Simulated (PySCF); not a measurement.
Isomers of C9H10O, one GFN2-xTB conformer each. Single-point energies are computed at PBE0/pcSseg-1 (PySCF, gas phase, no added dispersion term), electronic only.

```tsv
SMILES	GFN2-xTB relative energy (kJ/mol)
COc1cccc2c1CC2	31.8
CCC(=O)c1ccccc1	0.0
CCc1ccccc1C=O	10.9
```

Conformers: `[CH3:1][O:2][c:3]1[cH:4][cH:5][cH:6][c:7]2[c:8]1[CH2:9][CH2:10]2` with C1–O2–C3–C4 0°; `[CH3:1][CH2:2][C:3](=[O:4])[c:5]1[cH:6][cH:7][cH:8][cH:9][cH:10]1` with C1–C2–C3–O4 0°, C2–C3–C5–C6 0°; `[CH3:1][CH2:2][c:3]1[cH:4][cH:5][cH:6][cH:7][c:8]1[CH:9]=[O:10]` with C1–C2–C3–C4 -95°, C7–C8–C9–O10 176°.

Q: What does PBE0/pcSseg-1 give for the same structures?

A: 
```json
{"SMILES": "CCC(=O)c1ccccc1", "PBE0/pcSseg-1 E (Eh)": "-423.65817", "PBE0/pcSseg-1 (kJ/mol)": "0.0", "GFN2-xTB (kJ/mol)": "0.0", "point group": "Cs"}
{"SMILES": "CCc1ccccc1C=O", "PBE0/pcSseg-1 E (Eh)": "-423.64992", "PBE0/pcSseg-1 (kJ/mol)": "21.7", "GFN2-xTB (kJ/mol)": "10.9", "point group": "C1"}
{"SMILES": "COc1cccc2c1CC2", "PBE0/pcSseg-1 E (Eh)": "-423.60383", "PBE0/pcSseg-1 (kJ/mol)": "142.7", "GFN2-xTB (kJ/mol)": "31.8", "point group": "Cs"}
```

Both levels put the same isomer lowest; measured from each level's own lowest isomer, the values differ by up to 110.9 kJ/mol (COc1cccc2c1CC2: 31.8 against 142.7). As drawn, the lowest has a C=O bond, which the highest lacks; the highest has a four-membered ring, which the lowest lacks.

Q: Which frontier levels, dipoles and rotational constants go with these structures?

A: 
```csv
SMILES,"HOMO (eV, PBE0/pcSseg-1)",LUMO (eV),dipole (D),"A, B, C (MHz)"
CCC(=O)c1ccccc1,-7.37,-1.63,2.95,"3486, 807.6, 661.0"
CCc1ccccc1C=O,-7.37,-1.83,2.97,"2061, 1230, 825.8"
COc1cccc2c1CC2,-6.35,0.14,0.98,"2317, 1180, 793.3"
```

Q: As an exercise, what shares would exp(−E/RT) give at 1000 K from these electronic energies alone (no entropy, no degeneracies)?

A: RT = 8.314 kJ/mol: CCC(=O)c1ccccc1 93.1 %, CCc1ccccc1C=O 6.9 %, COc1cccc2c1CC2 under 0.1 %.
